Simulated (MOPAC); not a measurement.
MOPAC input (MNDO):

```
MNDO 1SCF UHF MS=0.5 GEO-OK AUX(PRECISION=9) THREADS=1
CH6NSi

C    -1.58812800 1   -0.18753800 1    0.60573700 1
N    -0.49804400 1   -0.56852600 1   -0.22847700 1
Si    1.02617000 1    0.27197400 1   -0.25414900 1
H    -2.21679400 1   -1.05081400 1    0.84645000 1
H    -1.31498200 1    0.34007000 1    1.53002400 1
H    -2.23179300 1    0.49821800 1    0.02941700 1
H     2.10636400 1   -0.73989900 1   -0.27450200 1
H     1.22995700 1    1.18856100 1    0.90220500 1
H     1.07595100 1    1.06113400 1   -1.51058800 1
```

Output:

```
 *******************************************************************************
 **                                                                           **
 **                              MOPAC v23.2.5                                **
 **                                                                           **
 *******************************************************************************
 ** MOPAC's Digital Object Identifier: https://doi.org/10.5281/zenodo.6511958 **
 **                                                                           **
 ** Please cite the open-source release paper for use of this MOPAC version:  **
 ** J. E. Moussa and J. J. P. Stewart (2026)                                  **
 ** MOPAC: An open-source semiempirical molecular orbital program             **
 ** J. Open Source Softw., 11(119), 8025, https://doi.org/10.21105/joss.08025 **
 *******************************************************************************

                              MNDO CALCULATION RESULTS

 *******************************************************************************
 *  MNDO       - The MNDO Hamiltonian to be used
 *  GEO-OK     - OVERRIDE INTERATOMIC DISTANCE AND OTHER SAFETY CHECKS
 *  UHF        - UNRESTRICTED HARTREE-FOCK CALCULATION
 *  MS=        - IN MECI, MAGNETIC COMPONENT OF SPIN =  0.5
 *  1SCF       - DO 1 SCF AND THEN STOP
 *  AUX        - OUTPUT AUXILIARY INFORMATION
 *******************************************************************************
MNDO 1SCF UHF MS=0.5 GEO-OK AUX(PRECISION=9) THREADS=1
 CH6NSi

   ATOM   CHEMICAL          X               Y               Z
  NUMBER   SYMBOL      (ANGSTROMS)     (ANGSTROMS)     (ANGSTROMS)

     1       C         -1.58812800  *  -0.18753800  *   0.60573700  *
     2       N         -0.49804400  *  -0.56852600  *  -0.22847700  *
     3      Si          1.02617000  *   0.27197400  *  -0.25414900  *
     4       H         -2.21679400  *  -1.05081400  *   0.84645000  *
     5       H         -1.31498200  *   0.34007000  *   1.53002400  *
     6       H         -2.23179300  *   0.49821800  *   0.02941700  *
     7       H          2.10636400  *  -0.73989900  *  -0.27450200  *
     8       H          1.22995700  *   1.18856100  *   0.90220500  *
     9       H          1.07595100  *   1.06113400  *  -1.51058800  *

          CARTESIAN COORDINATES

    NO.       ATOM           X           Y           Z

     1         C         -1.5881     -0.1875      0.6057
     2         N         -0.4980     -0.5685     -0.2285
     3        Si          1.0262      0.2720     -0.2541
     4         H         -2.2168     -1.0508      0.8465
     5         H         -1.3150      0.3401      1.5300
     6         H         -2.2318      0.4982      0.0294
     7         H          2.1064     -0.7399     -0.2745
     8         H          1.2300      1.1886      0.9022
     9         H          1.0760      1.0611     -1.5106

  H: (MNDO): M.J.S. DEWAR, W. THIEL, J. AM. CHEM. SOC., 99, 4899, (1977)
  C: (MNDO): M.J.S. DEWAR, W. THIEL, J. AM. CHEM. SOC., 99, 4899, (1977)
  N: (MNDO): M.J.S. DEWAR, W. THIEL, J. AM. CHEM. SOC., 99, 4899, (1977)
 Si: (MNDO): M.J.S.DEWAR, ET. AL. ORGANOMETALLICS  5, 375 (1986)

           Empirical Formula: C H6 N Si  =     9 atoms

      MOLECULAR POINT GROUP   :   C1

          UHF CALCULATION, NO. OF ALPHA ELECTRONS =   10
                           NO. OF BETA  ELECTRONS =    9

 -------------------------------------------------------------------------------
 MNDO 1SCF UHF MS=0.5 GEO-OK AUX(PRECISION=9) THREADS=1
 CH6NSi

     1SCF WAS SPECIFIED, SO BFGS WAS NOT USED
     SCF FIELD WAS ACHIEVED

                              MNDO CALCULATION
                                                       MOPAC v23.2.5 Linux

          FINAL HEAT OF FORMATION =         28.91181 KCAL/MOL =     120.96702 KJ/MOL

          COSMO AREA              =        109.59 SQUARE ANGSTROMS
          COSMO VOLUME            =         96.89 CUBIC ANGSTROMS

          IONIZATION POTENTIAL    =         10.118830 EV
          ALPHA SOMO LUMO (EV)    =        -10.752  2.016
          BETA  SOMO LUMO (EV)    =        -10.119 -0.049
          NO. OF ALPHA ELECTRONS  =         10
          NO. OF BETA  ELECTRONS  =          9
          MOLECULAR WEIGHT        =         60.1506         POINT GROUP:  C1

          MOLECULAR DIMENSIONS (Angstroms)

            Atom       Atom       Distance
            H     9    H     4     4.56707
            H     6    H     7     3.61800
            N     2    H     8     2.25913

          SCF CALCULATIONS        =          1

   ATOM   CHEMICAL          X               Y               Z
  NUMBER   SYMBOL      (ANGSTROMS)     (ANGSTROMS)     (ANGSTROMS)

     1       C         -1.58812800  *  -0.18753800  *   0.60573700  *
     2       N         -0.49804400  *  -0.56852600  *  -0.22847700  *
     3      Si          1.02617000  *   0.27197400  *  -0.25414900  *
     4       H         -2.21679400  *  -1.05081400  *   0.84645000  *
     5       H         -1.31498200  *   0.34007000  *   1.53002400  *
     6       H         -2.23179300  *   0.49821800  *   0.02941700  *
     7       H          2.10636400  *  -0.73989900  *  -0.27450200  *
     8       H          1.22995700  *   1.18856100  *   0.90220500  *
     9       H          1.07595100  *   1.06113400  *  -1.51058800  *

                             CARTESIAN COORDINATES

   1    C       -1.588128000    -0.187538000     0.605737000
   2    N       -0.498044000    -0.568526000    -0.228477000
   3   Si        1.026170000     0.271974000    -0.254149000
   4    H       -2.216794000    -1.050814000     0.846450000
   5    H       -1.314982000     0.340070000     1.530024000
   6    H       -2.231793000     0.498218000     0.029417000
   7    H        2.106364000    -0.739899000    -0.274502000
   8    H        1.229957000     1.188561000     0.902205000
   9    H        1.075951000     1.061134000    -1.510588000

           Empirical Formula: C H6 N Si  =     9 atoms

      MOLECULAR POINT GROUP   :   C1

          ALPHA EIGENVALUES
 -36.25942 -25.89315 -19.18856 -15.35790 -15.14785 -14.69529 -12.19371 -11.80314
 -10.87036 -10.75162   2.01626   2.11580   2.25733   2.41024   3.91050   4.11468
   5.05945   5.80895

           BETA EIGENVALUES
 -35.12814 -24.78412 -18.84936 -15.01462 -14.44790 -14.30811 -11.72413 -11.71211
 -10.11883  -0.04880   1.99602   2.43947   2.46475   2.71388   4.10348   4.29004
   5.16983   6.15440

              NET ATOMIC CHARGES AND DIPOLE CONTRIBUTIONS

  ATOM NO.   TYPE          CHARGE      No. of ELECS.   s-Pop       p-Pop
    1          C           0.124818        3.8752     1.20861     2.66657
    2          N          -0.544850        5.5449     1.77149     3.77336
    3         Si           1.436784        2.5632     1.05417     1.50904
    4          H           0.014904        0.9851     0.98510
    5          H          -0.027310        1.0273     1.02731
    6          H           0.012779        0.9872     0.98722
    7          H          -0.329643        1.3296     1.32964
    8          H          -0.354662        1.3547     1.35466
    9          H          -0.332818        1.3328     1.33282
 DIPOLE           X         Y         Z       TOTAL
 POINT-CHG.     0.160     0.614     0.381     0.740
 HYBRID        -0.302     0.433     0.516     0.738
 SUM           -0.142     1.047     0.898     1.386

          ATOMIC ORBITAL ELECTRON POPULATIONS

     Atom    s        px        py        pz
    1  C   1.20861   0.88237   0.91096   0.87323
    2  N   1.77149   1.18300   1.36712   1.22325
    3 Si   1.05417   0.51381   0.49400   0.50123
    4  H   0.98510
    5  H   1.02731
    6  H   0.98722
    7  H   1.32964
    8  H   1.35466
    9  H   1.33282

                    (SZ)    =    0.500000
                    (S**2)  =    0.757125

          ATOMIC ORBITAL SPIN POPULATIONS

    Atom   Total    s     px     py     pz
         Atomic
    1  C -0.0829 -0.008 -0.030 -0.020 -0.025
    2  N  0.9975  0.027  0.140  0.383  0.447
    3 Si -0.0706 -0.008 -0.033 -0.017 -0.013
    4  H  0.0212  0.021
    5  H  0.0126  0.013
    6  H  0.0712  0.071
    7  H  0.0180  0.018
    8  H -0.0025 -0.003
    9  H  0.0356  0.036

 **********************
 *                    *
 * JOB ENDED NORMALLY *
 *                    *
 **********************

 == MOPAC DONE ==
```

The geometry given is a B3LYP-D3(BJ)/def2-TZVP minimum.
